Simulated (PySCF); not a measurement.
**PbCl4 at several levels of theory**

Computed with PySCF 2.14.0 (density fitting, no spin-orbit coupling) at the geometry relaxed with PBE0:

```xyz
5
PbCl4 (singlet)
Pb    0.0000    0.0000    0.0000
Cl    1.3939    1.3939    1.3939
Cl   -1.3939   -1.3939    1.3939
Cl    1.3939   -1.3939   -1.3939
Cl   -1.3939    1.3939   -1.3939
```

```csv
level,basis,state,HOMO (eV),gap (eV),charge on Pb1 (e),dipole about the centre of mass (D),largest force component (eV/Å)
PBE0,"Pb def2-SVP with ECP60, Cl def2-SVP",singlet,-9.61,4.61,0.87,0.00,0.01
PBE0,"Pb def2-TZVP with ECP60, Cl def2-TZVP",singlet,-9.79,4.69,1.11,0.00,0.28
```

Charges are Mulliken's, which hang on the basis. The relaxation used the grid (50, 194), these runs (75, 302) or, all-electron (x2c bases, spin-free X2C Hamiltonian), (99, 590).

Problem. A further run in the first row's basis gives HOMO (eV) -10.89, gap (eV) 6.95, charge on Pb1 (e) 0.83, dipole about the centre of mass (D) 0.00, largest force component (eV/Å) 0.06. Which level was it?
A. r2SCAN
B. CAM-B3LYP

Solution. B. The others give HOMO -8.56 eV (r2SCAN).

In the first row's basis the gap widens with exact exchange: 2.8 eV for r2SCAN (none); 4.6 eV for PBE0 (a fixed share); 7.0 eV for CAM-B3LYP (rising or full at long range).
